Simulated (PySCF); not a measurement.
C2H6BNO, SMILES NB1CCO1.

Coordinates come from a PBE-D3(BJ)/def2-SVP optimisation. This is a generated structure with no PubChem entry under its InChIKey; it may be hypothetical. Other conformers were not sampled.

These are PBE-D3(BJ)/def2-SVP run with PySCF values and carry that method's errors.

No scaling factor is applied to the harmonic values.

| mode | ν (cm⁻¹) | IR (km/mol) | moving atoms (share of kinetic energy) |
|---|---|---|---|
| 1 | 149 | 4.8 | H 38 %, C 23 %, O 23 %, N 11 % |
| 2 | 314 | 5.1 | H 37 %, O 18 %, C 16 %, N 15 %, B 14 % |
| 3 | 351 | 167.9 | H 80 %, N 19 % |
| 4 | 373 | 4.9 | H 63 %, B 33 % |
| 5 | 532 | 8.3 | H 81 %, B 11 % |
| 6 | 608 | 1.9 | N 39 %, C 22 %, H 15 %, O 15 %, B 9 % |
| 7 | 751 | 4.9 | H 76 %, B 13 %, C 11 % |
| 8 | 778 | 1.7 | H 52 %, C 31 %, N 11 % |
| 9 | 850 | 1.8 | O 34 %, H 32 %, C 21 %, N 11 % |
| 10 | 903 | 6.7 | H 63 %, B 20 %, C 15 % |
| 11 | 960 | 22.7 | C 62 %, H 17 %, O 17 % |
| 12 | 967 | 60.0 | C 47 %, O 31 %, H 21 % |
| 13 | 1070 | 29.0 | H 54 %, C 41 % |
| 14 | 1133 | 0.1 | H 72 %, C 24 % |
| 15 | 1154 | 0.1 | H 92 % |
| 16 | 1161 | 60.3 | B 41 %, H 37 %, O 11 % |
| 17 | 1317 | 35.7 | H 54 %, B 20 %, C 17 % |
| 18 | 1362 | 33.3 | H 80 %, C 12 % |
| 19 | 1412 | 84.2 | H 67 %, B 28 % |
| 20 | 1455 | 1.7 | H 84 % |
| 21 | 1564 | 341.7 | H 38 %, B 35 %, N 25 % |
| 22 | 2959 | 76.6 | H 95 % |
| 23 | 3017 | 32.4 | H 90 %, C 10 % |
| 24 | 3019 | 8.7 | H 94 % |
| 25 | 3081 | 10.0 | H 90 %, C 10 % |
| 26 | 3532 | 37.3 | H 96 % |
| 27 | 3645 | 37.5 | H 91 %, N 9 % |
